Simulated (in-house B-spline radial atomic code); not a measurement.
A run on Cs (an excited or competing configuration) that did not converge. Method: scalar-relativistic (X2C) SCAN, spin-polarised, spherical fractional occupations, Fermi nucleus of rms radius 4.8041 fm; computed with a B-spline radial code for spherical atoms.

Command:
```bash
python run_scf.py task.json out
```
Settings (nuclear radius in fm, mass in u):
```
Z                55
configuration    [Kr] 4d10 5s2 5p5 6s1 7f1
hamiltonian      x2c
method           scan,scan
spin_polarised   True
nucleus          fermi
rms_radius       4.8041
atomic_mass      132.90545
speed_of_light   137.035999084
```

First and last ten iterations of the last attempt (damped for 15 steps, keeping 80 % of the old Fock matrix, then DIIS):
```
 iter        energy (Eh)    residual
    1       -7786.021634    2.36e-01
    2       -7786.033537    4.63e-03
    3       -7786.034777    3.43e-03
    4       -7786.034943    2.69e-03
    5       -7786.035016    2.12e-03
    6       -7786.035056    1.66e-03
    7       -7786.035083    1.28e-03
    8       -7786.035099    9.35e-04
    9       -7786.035106    7.03e-04
   10       -7786.035102    4.66e-04
  111       -7786.034926    2.07e-03
  112       -7786.035215    5.73e-04
  113       -7786.035261    4.14e-04
  114       -7786.035265    4.13e-04
  115       -7786.035245    4.34e-04
  116       -7786.035242    4.18e-04
  117       -7786.035247    4.19e-04
  118       -7786.035253    3.67e-04
  119       -7786.035238    4.70e-04
  120       -7786.035237    4.58e-04
 not converged after 120 iterations
```

The smallest residual met was 1.6e-04; the threshold is about 6e-07. No energy from this run should be used. Cost of the run: 5.7 s on 1 thread of Arm Neoverse V1, with other jobs on the host.
